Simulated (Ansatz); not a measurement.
What each rung costs, and what it gives

Saddle point of SiPN2H9, closed shell (SiN₂H₆ ([NH2][SiH2][NH2]) + PH₃ → SiPNH₆ ([NH2][SiH2][PH2]) + NH₃; bonds formed: Si1–P7, N2–H6; bonds broken: Si1–N2, H6–P7), PBE0-D4/def2-TZVP structure:

```xyz
13
angstrom
Si -0.1663 0.5280 0.5632
N 0.7112 -1.0481 0.0516
H -1.5972 0.1902 0.4927
H 0.6274 1.6104 -0.0404
N 0.1168 0.7084 2.2482
H 0.4170 -1.0909 -1.0191
P -0.6391 0.0680 -2.2801
H 0.3894 -1.8660 0.5618
H 1.7215 -0.9887 0.1470
H 0.8598 1.2692 2.6292
H -0.5310 0.3985 2.9525
H -0.0672 0.6234 -3.4494
H -1.8424 -0.4023 -2.8574
```

Barriers are electronic and count from the start structure reached by relaxing down the imaginary mode.

Program: Ansatz 0.2.0. Basis: as named in each row. Cores are frozen in the correlated methods. B3LYP uses VWN-RPA correlation. Extrapolation: Hartree–Fock as exp(−7.88 √X), correlation as X^−2.97.

Times are rough, for one single point on 8 threads of a shared host (Arm Neoverse V2).

The estimate by CCSD(T) at an estimated basis limit (MP2 extrapolated from triple and quadruple zeta, plus CCSD(T) − MP2 in triple zeta) is 175.5 kJ/mol.

```json
{"method": "HF", "basis": "STO-3G", "time (s)": "under 1", "barrier (kJ/mol)": "386.2", "method less estimate": "210.7"}
{"method": "PBE-D4", "basis": "STO-3G", "time (s)": "under 1", "barrier (kJ/mol)": "253.6", "method less estimate": "78.1"}
{"method": "SPW92", "basis": "def2-SVP", "time (s)": "under 1", "barrier (kJ/mol)": "110.8", "method less estimate": "-64.7"}
{"method": "B3LYP-D4", "basis": "6-31G", "time (s)": "under 1", "barrier (kJ/mol)": "103.6", "method less estimate": "-71.9"}
{"method": "PBE-D4", "basis": "def2-SVP", "time (s)": "under 1", "barrier (kJ/mol)": "138.9", "method less estimate": "-36.6"}
{"method": "PBE0-D4", "basis": "def2-SVP", "time (s)": "under 1", "barrier (kJ/mol)": "149.6", "method less estimate": "-25.9"}
{"method": "SPW92", "basis": "def2-TZVPP", "time (s)": "under 1", "barrier (kJ/mol)": "117.3", "method less estimate": "-58.3"}
{"method": "PBE-D4", "basis": "def2-TZVPP", "time (s)": "2", "barrier (kJ/mol)": "144.0", "method less estimate": "-31.6"}
{"method": "BLYP-D4", "basis": "def2-TZVPP", "time (s)": "2", "barrier (kJ/mol)": "164.7", "method less estimate": "-10.8"}
{"method": "B3LYP-D4", "basis": "def2-TZVPP", "time (s)": "2", "barrier (kJ/mol)": "173.0", "method less estimate": "-2.5"}
{"method": "PBE0-D4", "basis": "def2-TZVPP", "time (s)": "2", "barrier (kJ/mol)": "155.3", "method less estimate": "-20.2"}
{"method": "BHLYP-D4", "basis": "def2-TZVPP", "time (s)": "2", "barrier (kJ/mol)": "186.3", "method less estimate": "10.8"}
{"method": "CAM-B3LYP-D4", "basis": "def2-TZVPP", "time (s)": "2", "barrier (kJ/mol)": "181.5", "method less estimate": "5.9"}
{"method": "wB97M-V", "basis": "def2-SVP", "time (s)": "2", "barrier (kJ/mol)": "168.5", "method less estimate": "-7.1"}
{"method": "r2SCAN-D4", "basis": "def2-TZVPP", "time (s)": "3", "barrier (kJ/mol)": "159.9", "method less estimate": "-15.6"}
{"method": "CCSD(T)", "basis": "def2-SVP", "time (s)": "3", "barrier (kJ/mol)": "197.6", "method less estimate": "22.1"}
{"method": "r2SCAN0-D4", "basis": "def2-TZVPP", "time (s)": "3", "barrier (kJ/mol)": "165.8", "method less estimate": "-9.8"}
{"method": "PBE-QIDH", "basis": "def2-TZVPP", "time (s)": "4", "barrier (kJ/mol)": "168.6", "method less estimate": "-7.0"}
{"method": "B2PLYP", "basis": "def2-TZVPP", "time (s)": "4", "barrier (kJ/mol)": "181.5", "method less estimate": "6.0"}
{"method": "RPA on PBE", "basis": "def2-TZVPP", "time (s)": "4", "barrier (kJ/mol)": "189.9", "method less estimate": "14.4"}
{"method": "wB97X-V", "basis": "def2-TZVPP", "time (s)": "5", "barrier (kJ/mol)": "179.5", "method less estimate": "3.9"}
{"method": "B97M-V", "basis": "def2-TZVPP", "time (s)": "6", "barrier (kJ/mol)": "176.9", "method less estimate": "1.3"}
{"method": "wB97M-V", "basis": "def2-TZVPP", "time (s)": "6", "barrier (kJ/mol)": "175.7", "method less estimate": "0.2"}
{"method": "MP2", "basis": "def2-QZVPP", "time (s)": "15", "barrier (kJ/mol)": "173.4", "method less estimate": "-2.1"}
{"method": "CCSD(T)", "basis": "def2-TZVPP", "time (s)": "89", "barrier (kJ/mol)": "181.7", "method less estimate": "6.1"}
```

All methods are single points on the PBE0-D4 structures.

No T1 diagnostic of these runs exceeds 0.012.

Labels in which every atom is bracketed show which atoms are joined, not bond orders.
